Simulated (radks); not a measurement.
Task: The mean radii <r> (bohr) of the occupied orbitals of an atom or ion are listed with their occupations. Calculated with a radial shooting solver on a logarithmic mesh with Libxc functionals: scalar-relativistic Kohn-Sham, PBEsol, spin-polarised, spherical densities, finite nucleus; Fermi nuclear charge, rms radius of each element as measured or else 0.836 A^(1/3) + 0.57 fm.

orbital  occ.      <r>
1s up       1  0.02907
1s down     1  0.02907
2s up       1   0.1256
2s down     1   0.1256
2p up       3   0.1096
2p down     3   0.1096
3s up       1   0.3396
3s down     1   0.3396
3p up       3   0.3379
3p down     3   0.3379
3d up       5   0.3147
3d down     5   0.3147
4s up       1   0.8186
4s down     1   0.8185
4p up       3   0.8861
4p down     3   0.8857
4d up       5    1.099
4d down     5    1.095
5s up       1    2.307
5s down     1    2.292
5p up       1    2.876

Name the element and its charge. Open shells, if any, are filled with parallel spins first.

Result: Z = 50, tin, charge +1: Sn+ in [Kr] 4d10 5s2 5p1. The 1s radius gives Z: for a bare nucleus <r> = (2 gamma + 1)/(2Z) with gamma = sqrt(1 - (Z/c)^2), 0.02862 bohr for Z = 50, and screening makes it slightly larger (0.02907 here). The occupations add up to 49, and the charge is Z minus that.
